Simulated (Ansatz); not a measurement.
Match the barriers

Saddle point of SiNH₇F₂, singlet (SiNH₅ ([NH2][SiH3]) + HF + HF → SiNH₄F ([NH2][SiH2][F]) + HF + H₂; bonds formed: Si1–F7, H2–H8, H6–F9; bonds broken: Si1–H2, H6–F7, H8–F9), PBE0-D4/def2-TZVP structure:

```
11
angstrom
Si -0.3310 -0.6760 0.0886
H 1.1523 -0.3644 0.7960
H -0.0871 -1.5969 -1.0396
H -0.4737 -1.5854 1.2736
N -1.6792 0.3053 0.3525
H 1.3286 0.9326 -0.9973
F 0.2208 0.7152 -1.1760
H 1.7468 0.1431 0.2821
F 2.3401 0.8895 -0.4992
H -2.3011 0.1284 1.1208
H -1.9166 1.1088 -0.2012
```

Computed with Ansatz 0.2.0 (basis: def2-TZVPP, with def2-QZVPP for the basis limit); correlated methods freeze the cores. Extrapolation: Hartree–Fock as exp(−7.88 √X), correlation as X^−2.97. Four methods, as single points on the PBE0-D4 structures, gave these electronic barriers from the start structure: 19.25, 21.77, 30.41, 45.12 kcal/mol.

(1) The methods were, in alphabetical order, BHLYP-D4, BLYP-D4, HF, r2SCAN-D4. Which gave which? (A judgement: the text doesn't fix the answer.)

No T1 diagnostic of these runs exceeds 0.012.

Answers

(1) By the calculation: r2SCAN-D4 19.25; BLYP-D4 21.77; BHLYP-D4 30.41; HF 45.12 kcal/mol. For comparison, CCSD(T) at an estimated basis limit (MP2 extrapolated from triple and quadruple zeta, plus CCSD(T) − MP2 in triple zeta) gives 28.41 kcal/mol.

Labels in which every atom is bracketed show which atoms are joined, not bond orders.

For scale, one of the runs: CCSD(T)/def2-TZVPP, 233 basis functions, launched by `ansatz run in.yaml --threads 4 --pin off --events-out ev --progress --plain --max-ram 9574MiB`. Time: 110 s of wall clock on 4 CPU threads of an Arm Neoverse V2; the host was shared. Peak host memory: 4.3 GiB.
